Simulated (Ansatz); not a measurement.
Single points on Zr3.

```yaml
crystal:
  periodic: [false, false, false]
  atoms:
    - {symbol: Zr, position_ang: [1.442679, -0.478032, 0.227210]}
    - {symbol: Zr, position_ang: [-1.175215, -0.958150, 0.249567]}
    - {symbol: Zr, position_ang: [-0.267464, 1.436173, -0.476787]}
basis:
  gaussian: {orbitals: def2-TZVP, initial_orbitals: start.molden}
hamiltonian: {xc: {name: wB97X-V}}
scf: {omitted_lower_state_checks: [starts]}
output: {orbitals: {seedname: orbitals}}
```

The file start.molden holds the orbitals of an earlier run on this structure, at another level or in another basis.

```sh
$ ansatz run in.yaml --threads 2 --pin off --events-out ev --progress --plain --max-ram 4352MiB
```

Output, abridged:

```
Functional definition: wB97X-V
1056 factors; their error is unknown
288 factors; integrals over basis functions are off by at most 2.5e-5 eV
mean field evaluation 1: about -3828.5575 eV, gradient 4.4e0 eV
mean field evaluation 2: about -3828.7898 eV, gradient 6.6e-1 eV
mean field evaluation 4: about -3828.8258 eV, gradient 1.4e-1 eV
mean field evaluation 8: about -3828.8258 eV, gradient 1.5e-3 eV
mean field evaluation 16: about -3828.8258 eV, gradient 1.8e-5 eV
mean field -3828.82584612 eV, -140.7067545735 hartree, gradient 8.8e-6 eV, S^2 0.000000; 0 other end points of the search recorded, 0 dependent functions left out
reference -3828.82584444 eV, -140.7067545116 hartree; 18, 18 occupied and 102, 102 virtual orbitals, 1056 factors
Total energy: -3828.82584444 eV, -140.7067545116 hartree
Checks for a lower state left out: starts
```

Run time 65 s (2 threads of Intel Xeon Platinum 8259CL on a shared host).

As the first input, with `gaussian: {orbitals: def2-SVP, initial_orbitals: start.molden}`, `hamiltonian: {xc: pbe, dispersion: d4}` (abridged; 4.3 s):

```
Functional definition: PBE
mean field evaluation 16: about -3835.0111 eV, gradient 1.5e-5 eV
mean field -3835.01112774 eV, -140.9340594805 hartree, gradient 2.1e-6 eV, S^2 0.000000
Total energy: -3835.13526790 eV, -140.9386215471 hartree
Checks for a lower state left out: starts
```

First input, but with `gaussian: {orbitals: def2-TZVPD, initial_orbitals: start.molden}`, `correlation: {method: ccsd_t}` and without the key `hamiltonian` (abridged; 3.8 min):

```
Functional definition: HF
mean field evaluation 16: about -3788.0014 eV, gradient 1.7e-5 eV
mean field evaluation 32: about -3785.3045 eV, gradient 8.8e0 eV
mean field evaluation 64: about -3787.8466 eV, gradient 2.4e-1 eV
mean field evaluation 96: about -3787.9929 eV, gradient 8.2e-4 eV
mean field evaluation 128: about -3785.2137 eV, gradient 4.1e-1 eV
mean field evaluation 160: about -3783.9268 eV, gradient 2.3e1 eV
mean field -3788.00136992 eV, -139.2064827451 hartree, gradient 2.5e-6 eV, S^2 0.000000; 3 other end points of the search recorded, 0 dependent functions left out; unrestricted orbitals would lower it
mean field evaluation 192: about -3790.8742 eV, gradient 7.3e-1 eV
mean field evaluation 224: about -3787.8860 eV, gradient 4.5e-1 eV
mean field evaluation 256: about -3787.8199 eV, gradient 2.4e0 eV
mean field evaluation 288: about -3788.7448 eV, gradient 5.6e0 eV
mean field evaluation 320: about -3783.6463 eV, gradient 1.1e1 eV
mean field evaluation 352: about -3787.7608 eV, gradient 3.7e-4 eV
[...]
determinant -3787.84697691 eV, -139.2008089066 hartree, with singles and doubles -3813.14772846 eV, -140.1305943765 hartree
determinant -3785.36322444 eV, -139.1095326868 hartree, with singles and doubles -3811.08315586 eV, -140.0547227329 hartree
determinant -3788.00136992 eV, -139.2064827451 hartree, with singles and doubles -3814.03087113 eV, -140.1630492712 hartree
determinant -3787.99292578 eV, -139.2061724287 hartree, with singles and doubles -3813.66601306 eV, -140.1496409843 hartree
determinant -3787.86072070 eV, -139.2013139815 hartree, with singles and doubles -3813.94749478 eV, -140.1599852469 hartree
determinant -3787.86072070 eV, -139.2013139815 hartree, with singles and doubles -3813.95112523 eV, -140.1601186631 hartree
unrestricted determinant -3790.98922899 eV, -139.3162845404 hartree, S^2 4.3522
second order -28.71463397 eV of doubles, -0.00000000 eV of singles
cycle   1  -26.02949731 eV  change    3.9e-6 eV  update   4.6e-6
perturbative correction -4.06534984 eV, -0.1493988509 hartree
WARN: the results are in doubt because among natural orbitals the method converges to other amplitudes
Total energy: -3818.09621707 eV, -140.3124479789 hartree
In doubt: among natural orbitals the method converges to other amplitudes
Checks for a lower state left out: starts
```

First input, but with `hamiltonian: {xc: pbe0, dispersion: d4}`, `output: {forces: true, orbitals: {seedname: orbitals}}` and without the key `scf` (abridged; 17 s):

```
Functional definition: PBE0
mean field evaluation 16: about -3831.8106 eV, gradient 1.6e1 eV
mean field evaluation 32: about -3832.7294 eV, gradient 1.7e-4 eV
mean field -3832.72939736 eV, -140.8502074356 hartree, gradient 5.9e-6 eV, S^2 0.000000; 5 other end points of the search recorded, 0 dependent functions left out
Total energy: -3832.83542448 eV, -140.8541038603 hartree
Atom 0 force    -0.369275     0.122359    -0.058159 eV/Å
Atom 1 force     0.300804     0.245226    -0.063874 eV/Å
Atom 2 force     0.068471    -0.367585     0.122032 eV/Å
Dipole moment:     0.000000    -0.000000     0.000000 e Å
```

First input, but with `gaussian: {orbitals: STO-3G}`, `hamiltonian: {xc: hf}` (abridged; 6 s):

```
Functional definition: HF
mean field evaluation 16: about -285971.1376 eV, gradient 1.3e-1 eV
mean field -285971.13842879 eV, -10509.2454990583 hartree, gradient 1.5e-5 eV, S^2 0.000000
Total energy: -285971.13842879 eV, -10509.2454990583 hartree
Checks for a lower state left out: starts
```

As the first input, with `hamiltonian: {xc: pbe}`, `correlation: {method: rpa}` and without the key `output` (abridged; 23 s):

```
Functional definition: PBE
mean field -3836.10431989 eV, -140.9742335511 hartree, gradient 2.0e-6 eV, S^2 0.000000; unrestricted orbitals would lower it
mean field evaluation 16: about -3788.0269 eV, gradient 2.3e0 eV
mean field evaluation 32: about -3790.9438 eV, gradient 3.1e-2 eV
Total energy: -3825.51124413 eV, -140.5849451973 hartree
Checks for a lower state left out: starts
```

First input, but with `hamiltonian: {xc: hf}` (abridged; 16 s):

```
Functional definition: HF
mean field evaluation 16: about -3787.8639 eV, gradient 6.5e-1 eV
mean field evaluation 32: about -3787.8906 eV, gradient 2.6e0 eV
mean field evaluation 64: about -3787.9803 eV, gradient 2.0e0 eV
mean field -3788.00117626 eV, -139.2064756282 hartree, gradient 1.2e-5 eV, S^2 0.000000; 6 other end points of the search recorded, 0 dependent functions left out
Total energy: -3788.00117626 eV, -139.2064756282 hartree
Checks for a lower state left out: starts
```

Geometry: B3LYP-D4/def2-TZVP.

In the def2 sets Zr takes a core potential, while STO-3G treats all electrons; there is no spin–orbit coupling. Correlated methods freeze no core orbitals; core or outer-core shells of Zr are correlated, in sets that lack core-valence functions. The restricted singlet is unstable towards broken spin symmetry at other levels; at ωB97X-V/def2-TZVP, PBE-D4/def2-SVP, PBE0-D4/def2-TZVP this wasn't settled. At CCSD(T)/def2-TZVPD the program marks the result for the charge 0 singlet as doubtful (other amplitudes). At CCSD(T)/def2-TZVPD T1 of the charge 0 singlet is large (up to 0.260), so the single-reference result is doubtful. At CCSD(T)/def2-TZVPD, RPA@PBE/def2-TZVP, HF/def2-TZVP the restricted singlet (for correlated methods, its reference) is unstable: a solution with broken spin symmetry lies lower. The restricted singlet is unstable towards broken spin symmetry in Hartree–Fock (as tested in another run); at HF/STO-3G this wasn't settled. The order of the spin states hangs on the level: the quintet lies 0.47 eV below the singlet at PBE0-D4/def2-TZVP, but 0.33 eV above it at RPA@PBE/def2-TZVP. The structure comes from a short search, and lower isomers may exist.
